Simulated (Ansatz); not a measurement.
Species: GeH, net charge 0, doublet state. SMILES: [GeH]
Geometry: optimised at B3LYP-D3(BJ)/def2-TZVP (Ansatz, a first-principles code).

Property: vertical electron affinity (to the triplet state of charge -1; a negative value means that the extra electron is unbound and the number depends on the basis; each state is the SCF solution reached for its spin), in eV. Correlated levels leave the core frozen unless marked. UHF or UKS for open shells. No spin-orbit coupling. The frozen core is the preceding noble-gas configuration, with the filled d and f shells of earlier blocks. Non-relativistic. Anions need diffuse functions: aug- sets have them; def2-D sets add few. CBS(X,Y): correlation extrapolated as X^-3; Hartree-Fock from the larger set.

| level | program | vertical electron affinity (eV) |
|---|---|---|
| PBE/def2-TZVPD | Ansatz | (withheld) |
| r2SCAN/def2-TZVPD | Ansatz | 1.16 |
| CAM-B3LYP/def2-TZVPD | Ansatz | (withheld) |
| wB97X/def2-TZVPD | Ansatz | (withheld) |
| CCSD/def2-TZVPPD | Ansatz | 0.87 |
| CCSD/aug-cc-pVQZ | Ansatz | 1.19 |
| CCSD(T)/CBS(aug-cc-pVTZ,aug-cc-pVQZ) | Ansatz | 1.25 |

**Question.** Complete the blanks.

**Answer.** 
- PBE/def2-TZVPD, vertical electron affinity (eV): 0.97
- CAM-B3LYP/def2-TZVPD, vertical electron affinity (eV): 0.91
- wB97X/def2-TZVPD, vertical electron affinity (eV): 0.82
